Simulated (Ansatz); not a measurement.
Gas-phase electronic energies from Ansatz, PBE0-D4/def2-TZVP geometries. CCSD(T)/CBS adds triple-zeta CCSD(T) − MP2 to the extrapolated MP2 energy (def2 sets, frozen cores). This one scheme is used for every species. DFT in def2-TZVPP. Each species was taken in one conformer, which may not be the lowest.

Reaction (formal hydrolysis of the Al–Si bond): `[NH2][AlH][SiH]([SiH3])Cl` + H₂O → `[NH2][AlH][OH]` + `[SiH3][SiH2]Cl`

`[NH2][AlH][SiH]([SiH3])Cl`:

Z-matrix (Å, degrees):
```
Si
Al 1 2.455
Cl 1 2.092 2 107.1
Si 1 2.340 2 113.3 3 -118.1
H 1 1.491 2 114.4 3 117.2
N 2 1.766 1 115.3 3 106.3
H 2 1.583 1 126.0 3 -72.3
H 4 1.489 1 109.5 2 50.0
H 4 1.487 1 112.3 2 171.0
H 4 1.490 1 108.9 2 -68.0
H 6 1.008 2 125.0 1 -177.8
H 6 1.008 2 124.9 1 -0.1
```

H₂O:

Z-matrix (Å, degrees):
```
O
H 1 0.960
H 1 0.960 2 105.1
```

`[NH2][AlH][OH]`:

Z-matrix (Å, degrees):
```
N
Al 1 1.760
H 1 1.006 2 124.4
H 1 1.007 2 125.1 3 -180.0
O 2 1.698 1 116.8 3 -180.0
H 2 1.579 1 120.8 3 -0.1
H 5 0.955 2 123.2 1 180.0
```

`[SiH3][SiH2]Cl`:

```xyz
8

Si   -0.602   -0.628   -0.834
Si    0.613    0.459    0.842
Cl    0.376    2.497    0.614
H    -0.447   -2.101   -0.688
H    -0.094   -0.211   -2.167
H    -2.040   -0.272   -0.718
H     0.130    0.096    2.198
H     2.064    0.160    0.753
```

```tsv
level	ΔE (eV)
PBE0-D4	-1.12
PBE	-1.13
PBE0	-1.18
HF/def2-QZVPP	-1.56
```

Task: What does CCSD(T)/CBS give? (Estimate.)

Result: The calculation gave: -1.28 eV. The listed levels differ from it by 0.16, 0.15, 0.10, -0.28 eV.

Largest T1 diagnostic among the species: 0.012.

In def2-TZVPP, CCSD(T) changes the Hartree–Fock value by +0.24 eV (the triples alone add +0.04 eV) and MP2 by +0.16 eV. From PBE to PBE0 (25 % exact exchange), in def2-TZVPP and without D4, ΔE moves by −0.05 eV. The D4 term adds +0.10 eV with B3LYP and +0.06 eV with PBE0; it sums over pairs of atoms, weighted by their polarisabilities, and B3LYP, whose exchange is more repulsive, gets the larger term.

B3LYP here is the variant with VWN-RPA as its local correlation; programs differ in this.
